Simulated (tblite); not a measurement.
Species: C5H10SSi.
SMILES with atom numbers: `[CH2:1]=[CH:2][SiH2:3]/[CH:4]=[CH:5]\[S:6][CH3:7]` (hydrogens: H8, H9 on C1; H10 on C2; H11, H12 on Si3; H13 on C4; H14 on C5; H15, H16, H17 on C7)

Computed with GFN2-xTB (tblite), gas phase: L-BFGS steps from a force-field or distance-geometry start until the largest atomic force falls under 0.01 eV/Å.

Step 27: E = -562.9046 eV
```
atom  x, y, z in Å  |  force x, y, z in eV/Å
C1     -3.7851   -0.3333   -0.3070    0.011   0.011   0.000
C2     -2.8172   -0.5195    0.5752    0.004   0.016   0.014
Si3    -0.9861   -0.7250    0.1810   -0.022  -0.008  -0.013
C4     -0.0638    0.8974    0.4500   -0.068  -0.014  -0.015
C5      1.2557    0.9671    0.5715   -0.061   0.007   0.042
S6      2.2592   -0.4644    0.7588    0.080   0.044  -0.099
C7      3.7222    0.0397   -0.2083   -0.023  -0.006   0.020
H8     -3.5868   -0.2329   -1.3622    0.029  -0.038   0.006
H9     -4.8255   -0.2704   -0.0225    0.003   0.038  -0.005
H10    -3.0989   -0.6060    1.6183   -0.004   0.004   0.020
H11    -0.4749   -1.7996    1.0386   -0.008   0.011  -0.019
H12    -0.8063   -1.0402   -1.2446   -0.016  -0.063   0.004
H13    -0.6197    1.8264    0.4285    0.031   0.024  -0.006
H14     1.8025    1.9006    0.6315    0.039  -0.054   0.010
H15     3.4939   -0.0352   -1.2675   -0.012   0.004  -0.001
H16     4.0041    1.0560    0.0470    0.003   0.015   0.048
H17     4.5197   -0.6485    0.0501    0.013   0.010  -0.005
```

Step 28: E = -562.9058 eV
```
atom  x, y, z in Å  |  force x, y, z in eV/Å
C1     -3.7870   -0.3316   -0.3080    0.011   0.007   0.009
C2     -2.8205   -0.5161    0.5761    0.013   0.007   0.017
Si3    -0.9901   -0.7273    0.1820    0.000  -0.019  -0.012
C4     -0.0612    0.8912    0.4524   -0.069  -0.013  -0.041
C5      1.2586    0.9607    0.5717   -0.075   0.012   0.043
S6      2.2665   -0.4685    0.7565    0.013   0.039  -0.053
C7      3.7231    0.0445   -0.2071    0.035   0.012  -0.014
H8     -3.5866   -0.2352   -1.3629    0.027  -0.035   0.000
H9     -4.8275   -0.2674   -0.0248   -0.004   0.041  -0.007
H10    -3.1022   -0.6005    1.6192   -0.008   0.009   0.017
H11    -0.4782   -1.7999    1.0430   -0.015   0.015  -0.033
H12    -0.8151   -1.0443   -1.2449   -0.014  -0.059   0.025
H13    -0.6168    1.8204    0.4245    0.041   0.027   0.008
H14     1.8049    1.8948    0.6301    0.035  -0.058   0.009
H15     3.4946   -0.0264   -1.2662   -0.012   0.003  -0.022
H16     4.0076    1.0595    0.0500   -0.013   0.030   0.059
H17     4.5229   -0.6417    0.0469    0.036  -0.017  -0.004
```

Question: Estimate the geometry and energy of step 29. (The exact step hangs on the optimiser's Hessian estimate; all steps are aligned on step 28, rigid shifts and turns removed.)

Answer: E = -562.9071 eV, largest force 0.102 eV/Å
```
atom  x, y, z in Å  |  force x, y, z in eV/Å
C1     -3.7894   -0.3297   -0.3088    0.010   0.002   0.015
C2     -2.8242   -0.5125    0.5771    0.013  -0.003   0.018
Si3    -0.9946   -0.7301    0.1831    0.013  -0.024  -0.011
C4     -0.0594    0.8844    0.4543   -0.051  -0.001  -0.057
C5      1.2606    0.9540    0.5728   -0.065   0.006   0.032
S6      2.2749   -0.4714    0.7543   -0.061   0.017  -0.002
C7      3.7254    0.0500   -0.2063    0.085   0.032  -0.046
H8     -3.5867   -0.2382   -1.3636    0.024  -0.031  -0.004
H9     -4.8302   -0.2634   -0.0274   -0.003   0.043  -0.008
H10    -3.1066   -0.5948    1.6204   -0.009   0.015   0.014
H11    -0.4828   -1.8009    1.0464   -0.016   0.010  -0.037
H12    -0.8241   -1.0498   -1.2443   -0.012  -0.055   0.036
H13    -0.6123    1.8148    0.4207    0.034   0.032   0.018
H14     1.8085    1.8876    0.6277    0.018  -0.053   0.012
H15     3.4949   -0.0170   -1.2650   -0.004   0.007  -0.035
H16     4.0114    1.0640    0.0539   -0.025   0.036   0.060
H17     4.5274   -0.6347    0.0431    0.048  -0.033  -0.007
```

The energy changes by -0.0013 eV. The first-order estimate −F·Δx gives -0.0017 eV and the mean of the old and new forces, exact on a quadratic surface, -0.0013 eV. The step makes an angle of 75° with the force vector and moves no atom by more than 0.011 Å.

What follows is the cost of the whole relaxation. Time: 2.2 s. Hardware: Arm Neoverse N1, one thread, no GPU (shared host).
